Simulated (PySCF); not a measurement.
CF₄, singlet, geometry from GFN2-xTB; WB97X/STO-3G in PySCF.

Input for PySCF:
```python
from pyscf import gto, scf, dft

mol = gto.Mole()
mol.atom = '''
    C     0.000000    0.000000   -0.000000
    F     0.761567    0.766691    0.747684
    F    -0.749402   -0.756914    0.769615
    F    -0.767915    0.750644   -0.757410
    F     0.755750   -0.760420   -0.759889
'''
mol.basis = 'sto-3g'
mol.charge = 0
mol.spin = 0
mol.verbose = 5
mol.build()

mf = dft.RKS(mol)
mf.xc = 'wb97x'
mf.grids.atom_grid = (30, 110)
mf.kernel()
mf.analyze()
```

What does PySCF print? Leave out banner, timings and long lists.


```
PySCF version 2.14.0

[INPUT] verbose = 5
[INPUT] max_memory = 4000
[INPUT] num. atoms = 5
[INPUT] num. electrons = 42
[INPUT] charge = 0
[INPUT] spin (= nelec alpha-beta = 2S) = 0
[INPUT] symmetry False subgroup None
[INPUT] Mole.unit = angstrom
[INPUT] Symbol           X                Y                Z      unit          X                Y                Z       unit  Magmom
[...]
[INPUT] ---------------- BASIS SET ----------------
[INPUT] l, kappa, [nprim/nctr], expnt,             c_1 c_2 ...
[INPUT] C
[...]
                                13.045096         0.53532814
                                3.5305122         0.44463454
[...]
                                0.6834831         0.39951283
                                0.2222899         0.70011547
[...]
                                0.6834831         0.60768372
                                0.2222899         0.39195739
[INPUT] F
[...]
                                30.360812         0.53532814
                                8.2168207         0.44463454
[...]
                                1.5022812         0.39951283
                                0.4885885         0.70011547
[...]
                                1.5022812         0.60768372
                                0.4885885         0.39195739

nuclear repulsion = 206.829469735901
number of shells = 15
number of NR pGTOs = 75
number of NR cGTOs = 25
basis = sto-3g
ecp = {}

******** <class 'pyscf.dft.rks.RKS'> ********
method = RKS
initial guess = minao
damping factor = 0
level_shift factor = 0
DIIS = <class 'pyscf.scf.diis.CDIIS'>
diis_start_cycle = 1
diis_space = 8
diis_damp = 0
SCF conv_tol = 1e-09
SCF conv_tol_grad = None
SCF max_cycles = 50
direct_scf = True
direct_scf_tol = 1e-13
XC library pyscf.dft.libxc version 7.1.2
    S. Lehtola, C. Steigemann, M. J. T. Oliveira, and M. A. L. Marques,  SoftwareX 7, 1–5 (2018)
XC functionals = wb97x
    J.-D. Chai and M. Head-Gordon,  J. Chem. Phys. 128, 084106 (2008)
radial grids:
    Treutler-Ahlrichs [JCP 102, 346 (1995); DOI:10.1063/1.469408] (M4) radial grids

becke partition: Becke, JCP 88, 2547 (1988); DOI:10.1063/1.454033
pruning grids: <function nwchem_prune>
grids dens level: 3
symmetrized grids: False
atomic radii adjust function: <function treutler_atomic_radii_adjust>
User specified grid scheme (30, 110)
small_rho_cutoff = 0
Set gradient conv threshold to 3.16228e-05
Initial guess from minao.
atom C rad-grids = 30, ang-grids = [ 50  50  50  50  50  50  50  50  50  86  86  86  86  86  86 110 110 110
 110 110 110 110 110  86  86  86  86  86  86  86]
atom F rad-grids = 30, ang-grids = [ 50  50  50  50  50  50  50  50  86  86  86  86  86  86  86 110 110 110
 110 110 110 110  86  86  86  86  86  86  86  86]
tot_boxes 1331, boxes in each direction [9 9 9]
Padding 0 grids
tot grids = 12288
nelec by numeric integration = 41.355961627646224
E1 = -1007.4467018639591  E2 = 368.57114969928045  Ecoul = 415.47524090211346  Exc = -46.90409120283301
init E= -432.046082428778
cond(S) = 6.206206880196851
[...]
  mo_energy =
[-24.81296252 -24.81193853 -24.81193804 -24.81193792 -10.13521212
  -1.77695756  -1.49047913  -1.49047876  -1.49047863  -0.89325597
  -0.74447423  -0.74447421  -0.74447405  -0.58935405  -0.58935397
  -0.54232628  -0.54232625  -0.54232616  -0.51914274  -0.51914259
  -0.51914257   0.30484705   0.37812214   0.37812251   0.37812311]
nelec by numeric integration = 41.9982228215253
E1 = -1014.6152447834304  E2 = 376.88855088130947  Ecoul = 424.9539718934064  Exc = -48.06542101209695
cycle= 1 E= -430.89722416622  delta_E= 1.15  |g|= 0.879  |ddm|= 2.94
[...]
  mo_energy =
[-24.34778848 -24.34731636 -24.34731593 -24.34731554 -10.85878078
  -1.47018105  -1.28584472  -1.28584432  -1.28584399  -0.68589778
  -0.61828367  -0.61828359  -0.61828349  -0.36985412  -0.36985405
  -0.33975434  -0.33975431  -0.33975423  -0.3171228   -0.31712276
  -0.31712258   0.36944398   0.36944421   0.36944443   0.40803899]
nelec by numeric integration = 41.99865094614452
E1 = -1015.2630583519367  E2 = 377.3435908914436  Ecoul = 424.8609300495113  Exc = -47.517339158067685
cycle= 2 E= -431.089997724592  delta_E= -0.193  |g|= 0.468  |ddm|=  1.7
[...]
  mo_energy =
[-24.4612492  -24.46079642 -24.4607963  -24.46079618 -10.37529691
  -1.3943581   -1.25768476  -1.25768451  -1.25768434  -0.67989928
  -0.59021922  -0.5902192   -0.59021905  -0.39312816  -0.3931281
  -0.36117142  -0.36117139  -0.36117129  -0.3440204   -0.34402027
  -0.34402019   0.48849134   0.48849176   0.48849224   0.49586214]
nelec by numeric integration = 41.99849102910574
E1 = -1015.086266213873  E2 = 377.10812283666564  Ecoul = 424.7920162468509  Exc = -47.683893410185256
cycle= 3 E= -431.148673641307  delta_E= -0.0587  |g|= 0.0126  |ddm|= 0.549
[...]
  mo_energy =
[-24.46591414 -24.46546147 -24.46546067 -24.46546042 -10.36921996
  -1.39373911  -1.25796119  -1.25796056  -1.25796032  -0.68314991
  -0.59435231  -0.59435225  -0.59435224  -0.39398402  -0.39398396
  -0.36190948  -0.36190945  -0.36190936  -0.34492814  -0.34492809
  -0.34492799   0.4928524    0.49285282   0.49285319   0.4999989 ]
nelec by numeric integration = 41.998491611826466
E1 = -1015.0972289457767  E2 = 377.11898979902435  Ecoul = 424.8023258118622  Exc = -47.683336012837884
cycle= 4 E= -431.148769410852  delta_E= -9.58e-05  |g|= 0.00203  |ddm|= 0.0318
[...]
  mo_energy =
[-24.46476989 -24.46431681 -24.46431647 -24.46431633 -10.36953875
  -1.393497    -1.25764283  -1.25764243  -1.25764224  -0.68226688
  -0.59322799  -0.59322797  -0.59322792  -0.39366666  -0.3936666
  -0.36155416  -0.36155412  -0.36155403  -0.34459591  -0.34459585
  -0.34459579   0.49237697   0.49237736   0.49237775   0.49980884]
nelec by numeric integration = 41.99849080771504
E1 = -1015.095705090388  E2 = 377.1174636706777  Ecoul = 424.801509602337  Exc = -47.68404593165927
cycle= 5 E= -431.14877168381  delta_E= -2.27e-06  |g|= 0.000365  |ddm|= 0.00458
[...]
  mo_energy =
[-24.46488329 -24.46443037 -24.46442975 -24.46442954 -10.36949316
[...]
converged SCF energy = -431.148771786137
Total Energy =                        -431.148771786136820
[...]
3 F 2s           0.39315  -0.25757  -0.62967  -0.37684  -0.27551
3 F 2px          0.07455  -0.01125  -0.07588  -0.02226   0.20497
3 F 2py         -0.07287   0.01522   0.05112   0.05737  -0.20037
3 F 2pz          0.07353  -0.04818  -0.05495  -0.02983   0.20217
4 F 1s           0.00072  -0.00045  -0.00003   0.00004   0.00163
4 F 2s           0.39315   0.77290   0.04726  -0.07225  -0.27551
4 F 2px         -0.07337  -0.07189  -0.00558   0.03175  -0.20173
4 F 2py          0.07382   0.07714  -0.01743   0.00434   0.20297
4 F 2pz          0.07377   0.07465   0.02556   0.00636   0.20283
               #11       #12       #13       #14       #15
0 C 1s          -0.00000  -0.00000   0.00000   0.00000  -0.00000
0 C 2s           0.00000   0.00000  -0.00000  -0.00000   0.00000
0 C 2px          0.34979  -0.13235   0.36025   0.00000  -0.00000
0 C 2py          0.38236   0.07816  -0.34254   0.00000   0.00000
0 C 2pz          0.03308   0.49601   0.15010   0.00000  -0.00000
1 F 1s           0.00140   0.00079   0.00030  -0.00000   0.00000
1 F 2s          -0.27057  -0.15282  -0.05741  -0.00001   0.00001
1 F 2px         -0.20625  -0.30485   0.11956  -0.27153  -0.30381
1 F 2py         -0.19038  -0.18620  -0.28228  -0.12218   0.38725
1 F 2pz         -0.37969   0.05809   0.00114   0.40175  -0.08759
2 F 1s          -0.00126   0.00101   0.00025   0.00000   0.00000
2 F 2s           0.24363  -0.19531  -0.04854   0.00001   0.00000
2 F 2px         -0.15999   0.21280   0.27737   0.27783   0.30251
2 F 2py         -0.14500   0.33588  -0.12319   0.12717  -0.38844
2 F 2pz          0.38828  -0.01294   0.01210   0.39572  -0.08744
3 F 1s          -0.00002  -0.00051  -0.00155  -0.00000  -0.00000
3 F 2s           0.00307   0.09974   0.29984  -0.00000  -0.00001
3 F 2px          0.19506  -0.22645  -0.24793   0.27247   0.30064
3 F 2py          0.22286   0.19213   0.24784  -0.12504   0.39089
3 F 2pz          0.01430   0.13437  -0.36171  -0.40014   0.08270
4 F 1s          -0.00012  -0.00128   0.00100   0.00000   0.00000
4 F 2s           0.02387   0.24839  -0.19389   0.00000   0.00000
4 F 2px          0.23525   0.29427  -0.08299  -0.27892  -0.29919
4 F 2py          0.18256  -0.32749   0.09489   0.11980  -0.38979
4 F 2pz         -0.01684  -0.08866   0.37597  -0.39731   0.09247
               #16       #17       #18       #19       #20
0 C 1s           0.00000  -0.00000  -0.00000  -0.00000  -0.00000
0 C 2s          -0.00000  -0.00000  -0.00000   0.00001   0.00001
0 C 2px         -0.01581  -0.01224   0.01565   0.00000  -0.00001
0 C 2py         -0.01747  -0.00097  -0.01840   0.00000   0.00000
0 C 2pz          0.00946  -0.02222  -0.00781   0.00001   0.00000
1 F 1s           0.00037   0.00053   0.00016   0.00000   0.00000
1 F 2s           0.03099   0.04499   0.01355   0.00001   0.00000
1 F 2px          0.31226   0.24461  -0.30243   0.29161   0.17623
1 F 2py          0.34444   0.02539   0.35997   0.09600   0.10685
1 F 2pz         -0.17935   0.43907   0.15406  -0.39540  -0.28904
2 F 1s          -0.00065   0.00014   0.00008   0.00000   0.00000
2 F 2s          -0.05457   0.01218   0.00644   0.00000   0.00001
2 F 2px          0.31573   0.23608  -0.30541  -0.07062   0.46725
2 F 2py          0.34789   0.01687   0.35700   0.46654  -0.17353
2 F 2pz         -0.19210   0.43426   0.15298   0.39011   0.28438
3 F 1s           0.00016  -0.00051   0.00040  -0.00000   0.00000
3 F 2s           0.01371  -0.04303   0.03359  -0.00000   0.00000
3 F 2px          0.30562   0.24436  -0.30943   0.07092  -0.46100
3 F 2py          0.34178   0.01232   0.36297  -0.09810  -0.10758
3 F 2pz         -0.18601   0.43881   0.14703  -0.16909   0.36074
4 F 1s           0.00012  -0.00017  -0.00064   0.00000  -0.00000
4 F 2s           0.00988  -0.01414  -0.05358  -0.00000  -0.00000
4 F 2px          0.30906   0.23585  -0.31243  -0.29185  -0.18260
4 F 2py          0.33833   0.02087   0.36592  -0.46444   0.17431
4 F 2pz         -0.18548   0.43450   0.16000   0.17451  -0.35598
               #21       #22       #23       #24       #25
0 C 1s           0.00000   0.00000  -0.00000  -0.00000  -0.00939
0 C 2s          -0.00001  -0.00002   0.00000   0.00002   0.69212
0 C 2px          0.00000  -0.42988   0.46900   0.39544  -0.00003
0 C 2py         -0.00001   0.55055   0.08194   0.50131  -0.00000
0 C 2pz         -0.00000   0.27061   0.57832  -0.39172   0.00002
1 F 1s          -0.00000   0.00127   0.00364   0.00168   0.00337
1 F 2s          -0.00000  -0.06194  -0.17775  -0.08188  -0.13970
1 F 2px          0.36467   0.23257   0.20032   0.04306   0.19282
1 F 2py         -0.47620  -0.03563   0.30871   0.01503   0.19410
1 F 2pz          0.11684   0.03832   0.16435   0.25624   0.18931
2 F 1s          -0.00000   0.00049   0.00014  -0.00418   0.00337
2 F 2s          -0.00000  -0.02371  -0.00659   0.20378  -0.13971
2 F 2px         -0.17226   0.07475  -0.14066   0.26267  -0.18975
2 F 2py          0.05296  -0.19464  -0.03460   0.23734  -0.19165
2 F 2pz         -0.11567  -0.02990  -0.14633  -0.27368   0.19485
3 F 1s          -0.00000   0.00230  -0.00315   0.00158   0.00337
3 F 2s          -0.00000  -0.11227   0.15362  -0.07702  -0.13970
3 F 2px          0.17160  -0.09159   0.15802  -0.25221  -0.19441
3 F 2py          0.48103   0.05379  -0.30272   0.00298   0.19006
3 F 2pz          0.30282  -0.28090   0.12411  -0.03430  -0.19177
4 F 1s           0.00000  -0.00406  -0.00063   0.00092   0.00337
4 F 2s           0.00000   0.19793   0.03072  -0.04490  -0.13969
4 F 2px         -0.36390  -0.24561  -0.18509  -0.02601   0.19134
4 F 2py         -0.05792   0.21475   0.03429  -0.22051  -0.19251
4 F 2pz         -0.30403   0.29129  -0.10192   0.02454  -0.19238
 ** Mulliken pop on meta-lowdin orthogonal AOs  **
 ** Mulliken pop  **
[...]
 ** Mulliken atomic charges  **
charge of    0C =      0.32502
charge of    1F =     -0.08125
charge of    2F =     -0.08125
charge of    3F =     -0.08125
charge of    4F =     -0.08125
Dipole moment(X, Y, Z, Debye):  0.00000, -0.00000, -0.00000
```
